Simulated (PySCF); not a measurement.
Energy of Co⁺ (cobalt, charge +1) between two integer charges

The 3d beta orbital of [Ar] 3d8 is emptied in steps (occupation f), with all orbitals relaxed, ending at [Ar] 3d7. Computed with PySCF 2.14 in def2-SVP (5s3p2d1f, 31 functions), with the non-relativistic Hamiltonian (point nucleus). The exact energy is a straight line in f; departures are measured from the line between the end points of the same method.

| f | PBE0 (eV) | r2SCAN (eV) | LC-wPBE (eV) |
| --- | --- | --- | --- |
| 1 | 0.000 | 0.000 | 0.000 |
| 0.8 | -0.808 | -1.141 | -0.399 |
| 0.6 | -1.215 | -1.711 | -0.603 |
| 0.4 | -1.219 | -1.710 | -0.609 |
| 0.2 | -0.815 | -1.137 | -0.410 |
| 0 | 0.000 | 0.000 | 0.000 |

| method | E(f=0) − E(f=1) (eV) | −ε at f=1 (eV) | −ε at f=0.4 (eV) |
| --- | --- | --- | --- |
| PBE0 | 16.887 | 11.850 | 17.886 |
| r2SCAN | 17.005 | 9.876 | 18.443 |
| LC-wPBE | 17.123 | 14.652 | 17.602 |

Orbital energy along the path (eV):

| f | PBE0 | r2SCAN | LC-wPBE |
| --- | --- | --- | --- |
| 1 | -11.850 | -9.876 | -14.652 |
| 0.8 | -13.846 | -12.725 | -15.610 |
| 0.6 | -15.857 | -15.584 | -16.592 |
| 0.4 | -17.886 | -18.443 | -17.602 |
| 0.2 | -19.931 | -21.287 | -18.640 |
| 0 | -21.990 | -24.086 | -19.706 |

Reference removal energy between the ground levels: 17.084 eV (measured; NIST Atomic Spectra Database, ionization energies). The calculation has no spin-orbit coupling. The determinant left behind need not be the lowest term of the ion.
